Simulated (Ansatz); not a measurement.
Geometry optimisation, UHF/def2-SVP in Ansatz.

The input (input.yaml):

```yaml
crystal:
  periodic: [false, false, false]
  atoms:
    - { symbol: Ge, position_ang: [-0.9669, -0.3315, 0.033] }
    - { symbol: H, position_ang: [0.6369, -0.8658, -1.0326] }
    - { symbol: H, position_ang: [1.0082, -0.4581, -0.2368] }
    - { symbol: Cl, position_ang: [0.1696, -0.072, 1.944] }
    - { symbol: Cl, position_ang: [-0.8478, 1.7274, -0.7076] }
magnetization:
  spin_polarized: true
basis:
  gaussian: { orbitals: def2-SVP }
hamiltonian:
  xc: hf
relax:
  f_tol: 0.15
  max_steps: 25
  restrain:
    - { distance: [2, 1], at: 1.92, k: 30.0 }
    - { distance: [0, 1], at: 1.51, k: 30.0 }
    - { distance: [0, 2], at: 1.51, k: 30.0 }
```

Command:

```bash
$ ansatz run input.yaml --threads 2 --pin off --max-ram 3072MiB --backend cpu --events-out ev --progress --plain --runs-dir out
```

Task: Where does it end, and by what steps?

Result: The run converged. The restraints hold the end off the free minimum. After 9 steps the energy has fallen by 1.470 eV (the restraints' own energy left out); Ge1 moved furthest, 1.04 Å. Joined: Ge1–H2, Ge1–H3.

| step | energy less start (eV) | largest force component (eV/Å) | accepted |
| --- | --- | --- | --- |
| 0 | 0.0000 | 3.700 | yes |
| 1 | 1.8667 | 2.964 | yes |
| 2 | 2.3150 | 1.730 | yes |
| 3 | 2.2734 | 1.967 | yes |
| 4 | 1.6805 | 3.020 | yes |
| 5 | 0.2131 | 2.334 | yes |
| 6 | -0.9204 | 1.880 | yes |
| 7 | -1.3374 | 1.851 | yes |
| 8 | -1.3917 | 1.706 | yes |
| 9 | -1.4697 | 1.745 | yes |

```xyz
5
Properties=species:S:1:pos:R:3
Ge 0.023 -0.033 -0.023
H -0.104 -1.216 -0.920
H 1.466 -0.102 -0.388
Cl -0.398 -0.364 2.040
Cl -0.987 1.714 -0.710
```

Whether the end is a true minimum wasn't checked by a vibrational analysis.

Time of the run: 15 s on 2 threads of AMD EPYC 7B13 (Zen 3), with other jobs on the host, peak memory 0.24 GiB.
